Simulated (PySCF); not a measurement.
## Working out the ionisation energy of Cu⁺

Cu⁺ [Ar] 3d10 (1S) → Cu²⁺ [Ar] 3d9 (2D). All numbers are calculated (PySCF 2.14, the spin-free X2C one-electron Hamiltonian (Gaussian nucleus), in cc-pVDZ-DK (6s5p3d1f, 43 functions)). Frozen: [Ar]. Energies in hartree (1 hartree = 27.21139 eV):

```csv
part,Cu⁺ (lower),Cu²⁺ (upper)
UHF,-1652.906463,-1652.275202
MP2 opposite-spin,-0.256567,-0.179801
MP2 same-spin,-0.157155,-0.109994
```

What does Hartree-Fock give?

(-1652.275202) − (-1652.906463) = 0.631261 hartree = 17.177 eV.

What do MP2 and SCS-MP2 (6/5 opposite-spin, 1/3 same-spin) give?

The opposite-spin parts differ by 2.089 eV and the same-spin parts by 1.283 eV. MP2: 17.177 + (2.089) + (1.283) = 20.549 eV. SCS-MP2: 17.177 + 1.2 × (2.089) + (1.283)/3 = 20.111 eV.

Reference: 20.292 eV (measured; NIST Atomic Spectra Database, ionization energies), between the lowest levels; spin-orbit coupling is absent from the calculation.

A double-zeta basis recovers only part of the correlation energy.

What remains against the reference includes basis incompleteness, the frozen core and correlation beyond second order.
